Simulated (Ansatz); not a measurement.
Molecular dynamics of BClFH$_{3}$O

The input (input.yaml):

```yaml
crystal:
  periodic: [false, false, false]
  atoms:
    - { symbol: B, position_ang: [-0.003109, -0.268326, -0.003405] }
    - { symbol: H, position_ang: [-0.125947, 0.154461, 1.316407] }
    - { symbol: F, position_ang: [1.184893, 0.141602, -0.484808] }
    - { symbol: Cl, position_ang: [-1.512676, 0.215142, -0.899502] }
    - { symbol: O, position_ang: [0.015641, -1.776333, 0.405959] }
    - { symbol: H, position_ang: [-0.844833, -2.184009, 0.168429] }
    - { symbol: H, position_ang: [-0.139268, -0.904436, 1.31942] }
basis:
  gaussian: { orbitals: def2-SVP }
hamiltonian:
  xc: blyp
md:
  timestep: 0.5
  n_steps: 200
  ensemble: nve
  temperature: 300.0
  initial_velocities: maxwell_boltzmann
  seed: 7047
```

Run as:

```bash
$ ansatz run input.yaml --threads 1 --pin off --max-ram 2048MiB --backend cpu --events-out ev --progress --plain --runs-dir out
```

It starts at the highest image of a converged band. Of that band: Neighbouring images differ by up to 1.3 eV, so the band resolves the path poorly. A vibrational analysis at the climbing image gives one clearly imaginary mode, 1318i cm⁻¹: a first-order saddle point.

Output, in part (one step line in 3, the closing report, with atoms numbered from 0):

```
md step     0: t =     0.00 fs  T =   300.0 K  F+E_penalty+E_count = -18004.02100226 eV  E_kin = 0.193890 eV  conserved = -18003.82711226 eV  (26 SCF iters)
md step     3: t =     1.50 fs  T =   287.1 K  F+E_penalty+E_count = -18004.01258212 eV  E_kin = 0.185548 eV  conserved = -18003.82703424 eV  (31 SCF iters)
md step     6: t =     3.00 fs  T =   259.2 K  F+E_penalty+E_count = -18003.99450020 eV  E_kin = 0.167517 eV  conserved = -18003.82698342 eV  (31 SCF iters)
md step     9: t =     4.50 fs  T =   228.8 K  F+E_penalty+E_count = -18003.97483944 eV  E_kin = 0.147903 eV  conserved = -18003.82693669 eV  (31 SCF iters)
md step    12: t =     6.00 fs  T =   207.7 K  F+E_penalty+E_count = -18003.96114296 eV  E_kin = 0.134254 eV  conserved = -18003.82688918 eV  (30 SCF iters)
md step    15: t =     7.50 fs  T =   205.0 K  F+E_penalty+E_count = -18003.95943205 eV  E_kin = 0.132504 eV  conserved = -18003.82692782 eV  (31 SCF iters)
md step    18: t =     9.00 fs  T =   214.7 K  F+E_penalty+E_count = -18003.96572846 eV  E_kin = 0.138781 eV  conserved = -18003.82694791 eV  (31 SCF iters)
md step    21: t =    10.50 fs  T =   235.7 K  F+E_penalty+E_count = -18003.97917385 eV  E_kin = 0.152324 eV  conserved = -18003.82685032 eV  (31 SCF iters)
md step    24: t =    12.00 fs  T =   288.7 K  F+E_penalty+E_count = -18004.01339810 eV  E_kin = 0.186600 eV  conserved = -18003.82679857 eV  (30 SCF iters)
md step    27: t =    13.50 fs  T =   391.0 K  F+E_penalty+E_count = -18004.07955962 eV  E_kin = 0.252728 eV  conserved = -18003.82683194 eV  (31 SCF iters)
md step    30: t =    15.00 fs  T =   548.3 K  F+E_penalty+E_count = -18004.18116424 eV  E_kin = 0.354337 eV  conserved = -18003.82682706 eV  (29 SCF iters)
md step    33: t =    16.50 fs  T =   766.7 K  F+E_penalty+E_count = -18004.32251608 eV  E_kin = 0.495549 eV  conserved = -18003.82696684 eV  (28 SCF iters)
md step    36: t =    18.00 fs  T =  1013.6 K  F+E_penalty+E_count = -18004.48255719 eV  E_kin = 0.655112 eV  conserved = -18003.82744525 eV  (27 SCF iters)
md step    39: t =    19.50 fs  T =  1209.2 K  F+E_penalty+E_count = -18004.60901092 eV  E_kin = 0.781484 eV  conserved = -18003.82752710 eV  (28 SCF iters)
md step    42: t =    21.00 fs  T =  1347.3 K  F+E_penalty+E_count = -18004.69811083 eV  E_kin = 0.870775 eV  conserved = -18003.82733591 eV  (27 SCF iters)
md step    45: t =    22.50 fs  T =  1468.3 K  F+E_penalty+E_count = -18004.77637711 eV  E_kin = 0.948940 eV  conserved = -18003.82743723 eV  (27 SCF iters)
md step    48: t =    24.00 fs  T =  1552.7 K  F+E_penalty+E_count = -18004.83099028 eV  E_kin = 1.003490 eV  conserved = -18003.82749985 eV  (27 SCF iters)
md step    51: t =    25.50 fs  T =  1573.0 K  F+E_penalty+E_count = -18004.84388809 eV  E_kin = 1.016645 eV  conserved = -18003.82724281 eV  (27 SCF iters)
md step    54: t =    27.00 fs  T =  1549.4 K  F+E_penalty+E_count = -18004.82866303 eV  E_kin = 1.001407 eV  conserved = -18003.82725624 eV  (28 SCF iters)
md step    57: t =    28.50 fs  T =  1482.9 K  F+E_penalty+E_count = -18004.78567821 eV  E_kin = 0.958411 eV  conserved = -18003.82726735 eV  (28 SCF iters)
md step    60: t =    30.00 fs  T =  1390.5 K  F+E_penalty+E_count = -18004.72571135 eV  E_kin = 0.898701 eV  conserved = -18003.82701012 eV  (27 SCF iters)
md step    63: t =    31.50 fs  T =  1325.7 K  F+E_penalty+E_count = -18004.68384736 eV  E_kin = 0.856797 eV  conserved = -18003.82704996 eV  (27 SCF iters)
md step    66: t =    33.00 fs  T =  1281.3 K  F+E_penalty+E_count = -18004.65533611 eV  E_kin = 0.828134 eV  conserved = -18003.82720250 eV  (27 SCF iters)
md step    69: t =    34.50 fs  T =  1221.5 K  F+E_penalty+E_count = -18004.61647246 eV  E_kin = 0.789469 eV  conserved = -18003.82700330 eV  (27 SCF iters)
md step    72: t =    36.00 fs  T =  1163.0 K  F+E_penalty+E_count = -18004.57864782 eV  E_kin = 0.751672 eV  conserved = -18003.82697612 eV  (27 SCF iters)
md step    75: t =    37.50 fs  T =  1109.2 K  F+E_penalty+E_count = -18004.54392737 eV  E_kin = 0.716844 eV  conserved = -18003.82708295 eV  (27 SCF iters)
md step    78: t =    39.00 fs  T =  1054.8 K  F+E_penalty+E_count = -18004.50867676 eV  E_kin = 0.681745 eV  conserved = -18003.82693215 eV  (27 SCF iters)
md step    81: t =    40.50 fs  T =  1030.5 K  F+E_penalty+E_count = -18004.49303377 eV  E_kin = 0.665994 eV  conserved = -18003.82703985 eV  (27 SCF iters)
md step    84: t =    42.00 fs  T =  1022.4 K  F+E_penalty+E_count = -18004.48792946 eV  E_kin = 0.660777 eV  conserved = -18003.82715248 eV  (27 SCF iters)
md step    87: t =    43.50 fs  T =  1008.7 K  F+E_penalty+E_count = -18004.47885762 eV  E_kin = 0.651891 eV  conserved = -18003.82696644 eV  (27 SCF iters)
md step    90: t =    45.00 fs  T =  1011.2 K  F+E_penalty+E_count = -18004.48052925 eV  E_kin = 0.653527 eV  conserved = -18003.82700232 eV  (27 SCF iters)
md step    93: t =    46.50 fs  T =  1024.0 K  F+E_penalty+E_count = -18004.48898058 eV  E_kin = 0.661806 eV  conserved = -18003.82717494 eV  (27 SCF iters)
md step    96: t =    48.00 fs  T =  1030.7 K  F+E_penalty+E_count = -18004.49314267 eV  E_kin = 0.666126 eV  conserved = -18003.82701660 eV  (25 SCF iters)
md step    99: t =    49.50 fs  T =  1065.6 K  F+E_penalty+E_count = -18004.51573928 eV  E_kin = 0.688709 eV  conserved = -18003.82703027 eV  (25 SCF iters)
md step   102: t =    51.00 fs  T =  1132.8 K  F+E_penalty+E_count = -18004.55935417 eV  E_kin = 0.732148 eV  conserved = -18003.82720626 eV  (25 SCF iters)
md step   105: t =    52.50 fs  T =  1196.4 K  F+E_penalty+E_count = -18004.60045258 eV  E_kin = 0.773210 eV  conserved = -18003.82724221 eV  (25 SCF iters)
md step   108: t =    54.00 fs  T =  1235.0 K  F+E_penalty+E_count = -18004.62547631 eV  E_kin = 0.798196 eV  conserved = -18003.82728029 eV  (25 SCF iters)
md step   111: t =    55.50 fs  T =  1229.9 K  F+E_penalty+E_count = -18004.62230379 eV  E_kin = 0.794869 eV  conserved = -18003.82743506 eV  (25 SCF iters)
md step   114: t =    57.00 fs  T =  1163.9 K  F+E_penalty+E_count = -18004.57949452 eV  E_kin = 0.752247 eV  conserved = -18003.82724750 eV  (27 SCF iters)
md step   117: t =    58.50 fs  T =  1076.4 K  F+E_penalty+E_count = -18004.52284274 eV  E_kin = 0.695651 eV  conserved = -18003.82719168 eV  (27 SCF iters)
md step   120: t =    60.00 fs  T =   986.0 K  F+E_penalty+E_count = -18004.46451307 eV  E_kin = 0.637267 eV  conserved = -18003.82724572 eV  (27 SCF iters)
md step   123: t =    61.50 fs  T =   884.3 K  F+E_penalty+E_count = -18004.39859853 eV  E_kin = 0.571543 eV  conserved = -18003.82705555 eV  (27 SCF iters)
md step   126: t =    63.00 fs  T =   797.5 K  F+E_penalty+E_count = -18004.34232090 eV  E_kin = 0.515450 eV  conserved = -18003.82687088 eV  (27 SCF iters)
md step   129: t =    64.50 fs  T =   750.2 K  F+E_penalty+E_count = -18004.31185165 eV  E_kin = 0.484843 eV  conserved = -18003.82700882 eV  (27 SCF iters)
md step   132: t =    66.00 fs  T =   727.5 K  F+E_penalty+E_count = -18004.29711676 eV  E_kin = 0.470158 eV  conserved = -18003.82695870 eV  (28 SCF iters)
md step   135: t =    67.50 fs  T =   739.5 K  F+E_penalty+E_count = -18004.30488951 eV  E_kin = 0.477918 eV  conserved = -18003.82697108 eV  (27 SCF iters)
md step   138: t =    69.00 fs  T =   787.3 K  F+E_penalty+E_count = -18004.33590602 eV  E_kin = 0.508839 eV  conserved = -18003.82706722 eV  (28 SCF iters)
md step   141: t =    70.50 fs  T =   849.9 K  F+E_penalty+E_count = -18004.37637313 eV  E_kin = 0.549269 eV  conserved = -18003.82710400 eV  (28 SCF iters)
md step   144: t =    72.00 fs  T =   912.9 K  F+E_penalty+E_count = -18004.41715740 eV  E_kin = 0.590012 eV  conserved = -18003.82714503 eV  (27 SCF iters)
md step   147: t =    73.50 fs  T =   959.3 K  F+E_penalty+E_count = -18004.44725424 eV  E_kin = 0.619979 eV  conserved = -18003.82727570 eV  (27 SCF iters)
md step   150: t =    75.00 fs  T =   970.1 K  F+E_penalty+E_count = -18004.45411416 eV  E_kin = 0.626996 eV  conserved = -18003.82711843 eV  (28 SCF iters)
md step   153: t =    76.50 fs  T =   968.2 K  F+E_penalty+E_count = -18004.45292938 eV  E_kin = 0.625759 eV  conserved = -18003.82717045 eV  (28 SCF iters)
md step   156: t =    78.00 fs  T =   947.7 K  F+E_penalty+E_count = -18004.43974788 eV  E_kin = 0.612491 eV  conserved = -18003.82725708 eV  (28 SCF iters)
md step   159: t =    79.50 fs  T =   893.8 K  F+E_penalty+E_count = -18004.40474025 eV  E_kin = 0.577632 eV  conserved = -18003.82710811 eV  (28 SCF iters)
md step   162: t =    81.00 fs  T =   831.5 K  F+E_penalty+E_count = -18004.36442523 eV  E_kin = 0.537413 eV  conserved = -18003.82701190 eV  (28 SCF iters)
md step   165: t =    82.50 fs  T =   780.0 K  F+E_penalty+E_count = -18004.33111888 eV  E_kin = 0.504131 eV  conserved = -18003.82698817 eV  (28 SCF iters)
md step   168: t =    84.00 fs  T =   750.9 K  F+E_penalty+E_count = -18004.31210398 eV  E_kin = 0.485275 eV  conserved = -18003.82682866 eV  (28 SCF iters)
md step   171: t =    85.50 fs  T =   767.7 K  F+E_penalty+E_count = -18004.32312386 eV  E_kin = 0.496148 eV  conserved = -18003.82697536 eV  (28 SCF iters)
md step   174: t =    87.00 fs  T =   808.8 K  F+E_penalty+E_count = -18004.34972094 eV  E_kin = 0.522708 eV  conserved = -18003.82701263 eV  (28 SCF iters)
md step   177: t =    88.50 fs  T =   865.2 K  F+E_penalty+E_count = -18004.38612803 eV  E_kin = 0.559202 eV  conserved = -18003.82692614 eV  (28 SCF iters)
md step   180: t =    90.00 fs  T =   946.6 K  F+E_penalty+E_count = -18004.43891960 eV  E_kin = 0.611809 eV  conserved = -18003.82711026 eV  (28 SCF iters)
md step   183: t =    91.50 fs  T =  1018.7 K  F+E_penalty+E_count = -18004.48564588 eV  E_kin = 0.658405 eV  conserved = -18003.82724056 eV  (27 SCF iters)
md step   186: t =    93.00 fs  T =  1059.3 K  F+E_penalty+E_count = -18004.51170789 eV  E_kin = 0.684603 eV  conserved = -18003.82710469 eV  (27 SCF iters)
md step   189: t =    94.50 fs  T =  1086.5 K  F+E_penalty+E_count = -18004.52939651 eV  E_kin = 0.702192 eV  conserved = -18003.82720431 eV  (27 SCF iters)
md step   192: t =    96.00 fs  T =  1089.1 K  F+E_penalty+E_count = -18004.53101670 eV  E_kin = 0.703881 eV  conserved = -18003.82713539 eV  (27 SCF iters)
md step   195: t =    97.50 fs  T =  1077.8 K  F+E_penalty+E_count = -18004.52360909 eV  E_kin = 0.696614 eV  conserved = -18003.82699510 eV  (27 SCF iters)
md step   198: t =    99.00 fs  T =  1073.4 K  F+E_penalty+E_count = -18004.52089583 eV  E_kin = 0.693762 eV  conserved = -18003.82713403 eV  (27 SCF iters)
md step   200: t =   100.00 fs  T =  1063.7 K  F+E_penalty+E_count = -18004.51465272 eV  E_kin = 0.687451 eV  conserved = -18003.82720213 eV  (27 SCF iters)
Total energy: -18004.51494550 eV, -661.6537203484 hartree
Atom 0 at     0.054602     0.702998    -0.163390 Å, force    -1.056838     0.656292     0.438094 eV/Å
Atom 1 at    -0.153732     1.495406     0.729545 Å, force     0.748045    -0.135125     0.123832 eV/Å
Atom 2 at     1.233626     0.266307    -0.558863 Å, force    -0.120064    -0.223480    -0.108401 eV/Å
Atom 3 at    -1.498296     0.296701    -0.931237 Å, force     0.354258    -0.412533    -0.403233 eV/Å
Atom 4 at    -0.133799    -2.719758     0.776815 Å, force     0.205246     0.262315     0.040021 eV/Å
Atom 5 at    -0.981442    -2.868068     0.324465 Å, force    -0.322874    -0.058144    -0.067309 eV/Å
Atom 6 at     0.353893    -2.222627     0.091538 Å, force     0.192225    -0.089324    -0.023003 eV/Å
Dipole moment:    -0.110867     0.145964    -0.284461 e Å
```

All steps were run. The conserved energy stayed within 0.066 meV per atom of its start (net change -0.013 meV per atom), so the integration is sound. The kinetic energy rose, since the run started high on the potential surface and went downhill. It ends in pieces (BClFH + H2O), so much of that is their flight and rotation, not heat. A run of 0.1 ps of so small a system gives no equilibrium averages. The orbitals stay closed-shell, which can raise the energy where a bond breaks towards radicals; this wasn't checked here.

Between its relaxed ends the band would form H2–H7 and break B1–H2, O5–H7. These pairs go: H2–H7 1.06 → 3.81 Å, B1–H2 1.39 → 1.21 Å, O5–H7 1.27 → 0.98 Å. In the last frame they stand as before the step (other bonds may differ from the relaxed reactants and products). Also parted: B1–O5 1.56 → 3.55 Å. It ends as BClFH + H2O. Pairs count as bonded within 1.25 times the sum of covalent radii (0.12 Å more for H–H).

Last frame:

```xyz
7
Properties=species:S:1:pos:R:3
B 0.055 0.703 -0.163
H -0.154 1.495 0.730
F 1.234 0.266 -0.559
Cl -1.498 0.297 -0.931
O -0.134 -2.720 0.777
H -0.981 -2.868 0.325
H 0.354 -2.223 0.091
```

Run time: 3 min on 1 thread of Intel(R) Xeon(R) 6975P-C (Granite Rapids), with other jobs on the host, peak memory 0.15 GiB.
